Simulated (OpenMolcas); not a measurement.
W4+ in a ligand field

W4+ with 6 ligands (fluoride) in trigonal antiprismatic coordination (D3d) at 1.97 Å, a polar angle of 60.9° against the regular 54.74°. A charge of +0.333 e stands 2.4 Å behind each ligand. Ligand basis ANO-RCC-VDZP.

```yaml
Program: OpenMolcas
Method: CASSCF
Basis: ANO-RCC-VTZP [8s7p5d3f2g1h]
Scalar_Hamiltonian: DKH2, point nucleus
Active_space: 2 electrons in 5 orbitals (5d)
State_averaging: 2S+1 = 3 even, 10 roots; 2S+1 = 1 even, 15 roots
Spin-orbit_coupling: RASSI with atomic mean-field integrals over the reference wave functions
```

The lowest spin-free states (labels of D3, the rotations of D3d), above the lowest:

```json
{"State": "3E", "Degeneracy": "2", "E (cm-1)": "0.0"}
{"State": "3A2", "Degeneracy": "1", "E (cm-1)": "1895"}
{"State": "1E", "Degeneracy": "2", "E (cm-1)": "8672"}
{"State": "1A1", "Degeneracy": "1", "E (cm-1)": "9313"}
{"State": "1E", "Degeneracy": "2", "E (cm-1)": "12898"}
{"State": "1A1", "Degeneracy": "1", "E (cm-1)": "24665"}
{"State": "3E", "Degeneracy": "2", "E (cm-1)": "32743"}
{"State": "3A1", "Degeneracy": "1", "E (cm-1)": "35377"}
{"State": "3E", "Degeneracy": "2", "E (cm-1)": "41911"}
{"State": "1E", "Degeneracy": "2", "E (cm-1)": "42638"}
{"State": "3A2", "Degeneracy": "1", "E (cm-1)": "44607"}
{"State": "1A1", "Degeneracy": "1", "E (cm-1)": "45840"}
{"State": "1E", "Degeneracy": "2", "E (cm-1)": "48219"}
{"State": "1A2", "Degeneracy": "1", "E (cm-1)": "48776"}
{"State": "3A2", "Degeneracy": "1", "E (cm-1)": "69780"}
{"State": "1E", "Degeneracy": "2", "E (cm-1)": "80383"}
{"State": "1A1", "Degeneracy": "1", "E (cm-1)": "92204"}
```

The lowest levels with spin-orbit coupling:

```json
{"E (cm-1)": "0.0", "Degeneracy": "2", "Label": "E", "2S+1": "3", "g": "0.00 0.00 0.97"}
{"E (cm-1)": "47.1", "Degeneracy": "1", "Label": "A1", "2S+1": "3", "g": ""}
{"E (cm-1)": "166.2", "Degeneracy": "2", "Label": "E", "2S+1": "3", "g": "0.00 0.00 1.31"}
{"E (cm-1)": "2926", "Degeneracy": "1", "Label": "A2", "2S+1": "3", "g": ""}
{"E (cm-1)": "4659", "Degeneracy": "2", "Label": "E", "2S+1": "3", "g": "0.00 0.00 1.77"}
{"E (cm-1)": "5477", "Degeneracy": "1", "Label": "A1", "2S+1": "3", "g": ""}
{"E (cm-1)": "10771", "Degeneracy": "2", "Label": "E", "2S+1": "1", "g": "0.00 0.00 0.88"}
{"E (cm-1)": "11442", "Degeneracy": "1", "Label": "A1", "2S+1": "1", "g": ""}
{"E (cm-1)": "14863", "Degeneracy": "2", "Label": "E", "2S+1": "1", "g": "0.00 0.00 1.79"}
{"E (cm-1)": "26616", "Degeneracy": "1", "Label": "A1", "2S+1": "1", "g": ""}
{"E (cm-1)": "34354", "Degeneracy": "1", "Label": "A2", "2S+1": "3", "g": ""}
{"E (cm-1)": "34463", "Degeneracy": "2", "Label": "E", "2S+1": "3", "g": "0.00 0.00 0.71"}
{"E (cm-1)": "34696", "Degeneracy": "2", "Label": "E", "2S+1": "3", "g": "0.00 0.00 3.08"}
{"E (cm-1)": "34849", "Degeneracy": "1", "Label": "A1", "2S+1": "3", "g": ""}
{"E (cm-1)": "37836", "Degeneracy": "2", "Label": "E", "2S+1": "3", "g": "0.00 0.00 3.58"}
{"E (cm-1)": "37853", "Degeneracy": "1", "Label": "A2", "2S+1": "3", "g": ""}
{"E (cm-1)": "42804", "Degeneracy": "1", "Label": "A1", "2S+1": "3", "g": ""}
{"E (cm-1)": "42943", "Degeneracy": "1", "Label": "A2", "2S+1": "3", "g": ""}
{"E (cm-1)": "43212", "Degeneracy": "2", "Label": "E", "2S+1": "1 (54 %)", "g": "0.00 0.00 0.90"}
{"E (cm-1)": "44242", "Degeneracy": "2", "Label": "E", "2S+1": "3", "g": "0.00 0.00 1.08"}
```

Powder χT (cm3 K/mol): 0.0317 at 2 K, 0.0411 at 10 K, 0.0817 at 50 K, 0.12 at 100 K, 0.164 at 200 K, 0.192 at 300 K. The effective moment at 300 K is 2.828 √(χT) = 1.24 μB.

The lowest level has 2S+1 = 3, for which the spin-only value is χT = S(S+1) / 2 = 1.000 cm3 K/mol (g = 2). The computed 0.192 at 300 K differs by -0.808, through orbital momentum, spin-orbit coupling and any other state in reach.

Metal share of the active 5d orbitals (Löwdin): 77, 77, 88, 89, 89 %; Mulliken charge of the metal 2.50.

An orbital doublet at a regular site is open to a Jahn-Teller distortion, which this geometry leaves out. Without dynamic correlation the repulsion within the d shell is too large (B by tens of per cent), so at a given field states of lower spin stand too high. The least metal-like active orbital is 77 % on the metal (Löwdin) and no ligand orbital is active, so the numbers are rough. With metal d orbitals alone the field can be off either way by tens of per cent. Ligand-to-metal charge-transfer states are missing. With no ligand orbital active B as a rule stays too high, so bands that hang on it stand too high and its fall with covalency is understated. No measured value stands beside these numbers; the geometry was imposed, not optimised, and the real ion may take another.

With an even number of electrons the g values are those of a degenerate or nearly degenerate non-Kramers pair.
